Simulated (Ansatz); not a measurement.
```xyz
5

S     0.965   -1.979    0.868
Cd   -0.283   -0.223   -0.034
S    -1.564    1.507   -0.940
H     2.045   -1.700    0.119
H    -1.163    2.395   -0.014
```

Total charge 0; spin multiplicity 1. Cd takes the def2 core potential.

(1) List the PBE0/def2-TZVPP orbital energies in eV (Ansatz 0.2.0). (An estimate is asked.)

## Answers

(1) The calculation gave: Occupied: -2422.27, -2422.27, -217.59, -217.59, -161.41, -161.41, -161.35, -161.35, -161.24, -161.24, -115.56, -74.84, -74.84, -74.78, -20.26, -19.78, -15.79, -15.73, -15.63, -15.62, -15.61, -11.13, -11.13, -9.36, -8.28, -7.36, -7.36. Lowest empty: -1.39, -0.58, -0.57, 0.75, 0.90, 2.83, 3.39, 4.97.
